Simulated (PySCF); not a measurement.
germyloxygermane (Ge2H6O), SMILES [GeH3][O][GeH3].

Geometry: r2SCAN-D4/def2-SVP.

Calculation: PBE/def2-TZVP (PySCF).

Computed frontier levels, gap, dipole moment and polarisability:
```
Item                                                                                                           Result
---------------------------------------------------------------------------------------------  ----------------------
highest occupied level                                                                                       -6.70 eV
lowest empty level                                                                                           -1.14 eV
orbital gap                                                                                                   5.56 eV
dipole moment                                                                                                  0.78 D
quadrupole, principal values (traceless, Buckingham form, about the centre of nuclear charge)  -2.71, -1.47, 4.18 D·Å
mean static polarisability                                                                       65.9 bohr³ (9.76 Å³)
polarisability, principal values                                                               60.0, 61.0, 76.6 bohr³
```
